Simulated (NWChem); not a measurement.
ethylenediamine (C$_{2}$H$_{8}$N$_{2}$); SMILES C(CN)N

```xyz
12

N     -0.1745     1.8645    -0.0602
C      0.5059     0.5733    -0.0293
C     -0.5059    -0.5733    -0.0293
N      0.1745    -1.8645    -0.0602
H      0.5138     2.6228    -0.1381
H     -0.6561     2.0239     0.8352
H      1.2042     0.4260     0.8398
H      1.1343     0.4722    -0.9394
H     -1.1343    -0.4722    -0.9394
H     -1.2042    -0.4260     0.8398
H     -0.5138    -2.6228    -0.1381
H      0.6561    -2.0239     0.8352
```
Atoms are numbered in this order, from 1.

Program: NWChem. The geometry was optimised at PBE-D3(BJ)/def2-SVP. Total energies compare along this basis series because the functional is fixed.

```tsv
level	basis functions	energy (Ha)	highest occupied level (eV)	orbital gap (eV)	dipole (D)	relative time
TPSS/def2-SVP	96	-190.4003	-5.08	6.25	1.93	1
TPSS/def2-SVPD	144	-190.4232	-5.51	5.74	1.87	3
TPSS/def2-TZVP	172	-190.6173	-5.43	5.92	1.96	3
TPSS/def2-TZVPP	236	-190.6215	-5.45	5.92	1.87	6
```

Times are rough ratios from one shared machine.
